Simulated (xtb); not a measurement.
Input for xtb: GFN2-xTB on GeSe+, 2S+1 = 2, a spin state set in the input, which need not be the lowest, a point of a bond scan (R = 2.243 Å). Charge +1.

```
$ xtb mol.xyz --gfn 2 --sp --chrg 1 --uhf 1
2

Ge     0.00000000     0.00000000     0.00000000
Se     0.00000000     0.00000000     2.24252600
```

The head of its log:

```
[...]
           -------------------------------------------------
          |                Calculation Setup                |
           -------------------------------------------------



           -------------------------------------------------
          |                 G F N 2 - x T B                 |
           -------------------------------------------------

        Reference                      10.1021/acs.jctc.8b01176
      * Hamiltonian:
        H0-scaling (s, p, d)           1.850000    2.230000    2.230000
        zeta-weighting                 0.500000
      * Dispersion:
        s8                             2.700000
        a1                             0.520000
        a2                             5.000000
        s9                             5.000000
      * Repulsion:
        kExp                           1.500000    1.000000
        rExp                           1.000000
      * Coulomb:
        alpha                          2.000000
        third order                    shell-resolved
        anisotropic                    true
        a3                             3.000000
        a5                             4.000000
        cn-shift                       1.200000
        cn-exp                         4.000000
        max-rad                        5.000000


          ...................................................
          :                      SETUP                      :
          :.................................................:
          :  # basis functions                  20          :
          :  # atomic orbitals                  18          :
          :  # shells                            6          :
          :  # electrons                         9          :
          :  max. iterations                   250          :
          :  Hamiltonian                  GFN2-xTB          :
          :  restarted?                      false          :
          :  GBSA solvation                  false          :
          :  PC potential                    false          :
          :  electronic temp.          300.0000000     K    :
          :  accuracy                    1.0000000          :
          :  -> integral cutoff          0.2500000E+02      :
          :  -> integral neglect         0.1000000E-07      :
          :  -> SCF convergence          0.1000000E-05 Eh   :
          :  -> wf. convergence          0.1000000E-03 e    :
          :  Broyden damping             0.4000000          :
          :  net charge                          1          :
          :  unpaired electrons                  1          :
          ...................................................

 iter      E             dE          RMSdq      gap      omega  full diag
   1     -2.1840123 -0.218401E+01  0.354E+01    2.56       0.0  T
   2     -2.3696920 -0.185680E+00  0.494E+01    4.81       1.0  T
```

Question: Predict the final total energy.

Answer: -4.6586 hartree.
